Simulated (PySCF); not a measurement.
CrFO₂, charge +1, multiplicity 1.

```xyz
4

Cr     0.0529     0.2581     0.0000
O      0.7797    -0.2652     1.2102
O      0.7797    -0.2652    -1.2102
F     -1.5274    -0.2169     0.0000
```
Charge +1, spin multiplicity 1.

Geometry: PBE0-D3(BJ)/def2-SVP. The multiplicity is an assumed one; other spin states were not compared. The isomer is the one that the SMILES or the coordinates give; other isomers of the formula were not compared.

Calculation: PySCF with PBE0/pcSseg-2. Non-relativistic, no solvent.

Computed absolute GIAO shielding of each atom: isotropic value and principal components (ppm):
```tsv
atom	σ(iso)	σ11	σ22	σ33	span
Cr1	-3431.8	-4629.4	-3167.2	-2498.8	2130.6
O2	-1809.0	-3411.4	-1372.4	-643.1	2768.3
O3	-1808.9	-3411.4	-1372.4	-643.1	2768.2
F4	-407.1	-1028.2	-354.3	161.0	1189.2
```
